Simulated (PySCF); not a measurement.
CH6SSn, singlet, at a GFN2-xTB geometry (such geometries of metal compounds can be far from the true shape) (all electrons, no relativity); PySCF with CASSCF(6,4)/STO-3G.

The PySCF input:
```python
from pyscf import gto, scf, mcscf
import numpy

mol = gto.M(
    atom='''
Sn    0.79773589    0.02719807    0.18916062
S    -1.32729131   -0.49149413   -0.78909694
C    -2.43091280    0.60321321    0.15291360
H     1.95472119   -0.90107364   -0.56520449
H     1.16508736    1.65747594    0.00899683
H     0.79727733   -0.28893287    1.84000072
H    -2.39920844    0.35241087    1.20784028
H    -3.42677562    0.42412319   -0.23751196
H    -2.15575862    1.64071960   -0.00408307
''',
    basis='sto-3g',
    verbose=4,
)

mf = scf.RHF(mol)
mf.kernel()
mc = mcscf.CASSCF(mf, 4, 6)
mc.fix_spin_(ss=0.0)
mc.conv_tol = 1e-5
mc.kernel()
occ = numpy.linalg.eigvalsh(mc.fcisolver.make_rdm1(mc.ci, mc.ncas, mc.nelecas))[::-1]
ss = mc.fcisolver.spin_square(mc.ci, mc.ncas, mc.nelecas)[0]
print('natural occupations', occ.round(4), ' <S^2>', round(ss, 4))
```

Output, abridged:

```
PySCF version 2.14.0

[INPUT] verbose = 4
[INPUT] num. atoms = 9
[INPUT] num. electrons = 78
[INPUT] charge = 0
[INPUT] spin (= nelec alpha-beta = 2S) = 0
[INPUT] symmetry False subgroup None
[INPUT] Mole.unit = angstrom
[INPUT] Symbol           X                Y                Z      unit          X                Y                Z       unit  Magmom
[...]
nuclear repulsion = 354.205567426403
number of shells = 25
number of NR pGTOs = 141
number of NR cGTOs = 47
basis = sto-3g
ecp = {}

******** <class 'pyscf.scf.hf.RHF'> ********
method = RHF
initial guess = minao
damping factor = 0
level_shift factor = 0
DIIS = <class 'pyscf.scf.diis.CDIIS'>
diis_start_cycle = 1
diis_space = 8
diis_damp = 0
SCF conv_tol = 1e-09
SCF conv_tol_grad = None
SCF max_cycles = 50
direct_scf = True
direct_scf_tol = 1e-13
Set gradient conv threshold to 3.16228e-05
Initial guess from minao.
init E= -6380.19073529868
[...]
cycle= 1 E= -6397.33604058188  delta_E= -17.1  |g|= 0.394  |ddm|= 3.45
[...]
cycle= 2 E= -6397.4046820382  delta_E= -0.0686  |g|= 0.0818  |ddm|= 0.779
[...]
cycle= 3 E= -6397.40734220066  delta_E= -0.00266  |g|= 0.021  |ddm|= 0.142
[...]
cycle= 4 E= -6397.40762509206  delta_E= -0.000283  |g|= 0.00621  |ddm|= 0.0473
[...]
cycle= 5 E= -6397.40765141938  delta_E= -2.63e-05  |g|= 0.000718  |ddm|= 0.0176
[...]
cycle= 6 E= -6397.40765185334  delta_E= -4.34e-07  |g|= 7.15e-05  |ddm|= 0.00247
[...]
cycle= 7 E= -6397.407651858  delta_E= -4.66e-09  |g|= 9.99e-06  |ddm|= 0.00028
[...]
cycle= 8 E= -6397.40765185807  delta_E= -7.55e-11  |g|= 1.04e-06  |ddm|= 4.32e-05
[...]
Extra cycle  E= -6397.40765185807  delta_E= -1.82e-12  |g|= 3.39e-07  |ddm|= 2.9e-06
converged SCF energy = -6397.40765185807

******** <class 'pyscf.mcscf.mc1step.CASSCF'> ********
CAS (3e+3e, 4o), ncore = 36, nvir = 7
max_cycle_macro = 50
max_cycle_micro = 4
conv_tol = 1e-05
conv_tol_grad = None
orbital rotation max_stepsize = 0.02
orbital rotation threshold for CI restart = 0.01
augmented hessian ah_max_cycle = 30
augmented hessian ah_conv_tol = 1e-12
augmented hessian ah_linear dependence = 1e-14
augmented hessian ah_level shift = 1e-08
augmented hessian ah_start_tol = 2.5
augmented hessian ah_start_cycle = 3
augmented hessian ah_grad_trust_region = 3
kf_trust_region = 3
kf_interval = 4
ci_response_space = 4
ci_grad_trust_region = 3
with_dep4 0
natorb = False
canonicalization = True
sorting_mo_energy = False
ao2mo_level = 2
internal_rotation = False
******** <class 'pyscf.fci.addons.SpinPenaltyFCISolver'> ********
max. cycles = 50
conv_tol = 1e-08
davidson only = True
linear dependence = 1e-12
level shift = 0.001
max iter space = 12
nroots = 1
pspace_size = 400
spin = None
CASCI E = -6397.41493105231  S^2 = 0.0000000
Set conv_tol_grad to 0.00316228
macro iter   1 ( 21 JK    4 micro), CASSCF E = -6397.41791328204  dE = -2.98222974e-03  S^2 = 0.0000000
               |grad[o]|=0.0112  |grad[c]|=0.0214  |ddm|=0.0297  |maxRot[o]|=0.264
macro iter   2 ( 21 JK    4 micro), CASSCF E = -6397.41850684094  dE = -5.93558899e-04  S^2 = 0.0000000
               |grad[o]|=0.00568  |grad[c]|=0.017  |ddm|=0.0145  |maxRot[o]|=0.214
macro iter   3 ( 21 JK    4 micro), CASSCF E = -6397.41872873361  dE = -2.21892663e-04  S^2 = 0.0000000
               |grad[o]|=0.00334  |grad[c]|=0.00105  |ddm|=0.00146  |maxRot[o]|=0.0947
macro iter   4 ( 21 JK    4 micro), CASSCF E = -6397.41876925010  dE = -4.05164919e-05  S^2 = 0.0000000
               |grad[o]|=0.00177  |grad[c]|=0.0017  |ddm|=0.000215  |maxRot[o]|=0.101
macro iter   5 (  6 JK    1 micro), CASSCF E = -6397.41885635223  dE = -8.71021375e-05  S^2 = 0.0000000
               |grad[o]|=0.00125  |grad[c]|=0.00623  |ddm|=0.000507  |maxRot[o]|=0.0796
macro iter   6 (  6 JK    1 micro), CASSCF E = -6397.41893104262  dE = -7.46903879e-05  S^2 = 0.0000000
               |grad[o]|=0.00095  |grad[c]|=0.00698  |ddm|=0.000667  |maxRot[o]|=0.0798
macro iter   7 (  6 JK    1 micro), CASSCF E = -6397.41898324999  dE = -5.22073651e-05  S^2 = 0.0000000
               |grad[o]|=0.000703  |grad[c]|=0.00742  |ddm|=0.000498  |maxRot[o]|=0.0798
macro iter   8 (  4 JK    1 micro), CASSCF E = -6397.41899935956  dE = -1.61095695e-05  S^2 = 0.0000000
               |grad[o]|=0.000427  |grad[c]|=0.00189  |ddm|=0.000107  |maxRot[o]|= 0.04
macro iter   9 (  1 JK    1 micro), CASSCF E = -6397.41899936022  dE = -6.66659616e-10  S^2 = 0.0000000
               |grad[o]|=0.000274  |grad[c]|=2.4e-05  |ddm|=2.03e-05  |maxRot[o]|=    0
1-step CASSCF converged in   9 macro (107 JK  21 micro) steps
CASSCF canonicalization
Density matrix diagonal elements [1.99667474 1.97879393 1.99941709 0.02511423]
CASSCF energy = -6397.41899936022
CASCI E = -6397.41899936022  E(CI) = -8.57104068372519  S^2 = 0.0000000
natural occupations [1.9994 1.9991 1.9767 0.0249]  <S^2> 0.0
```
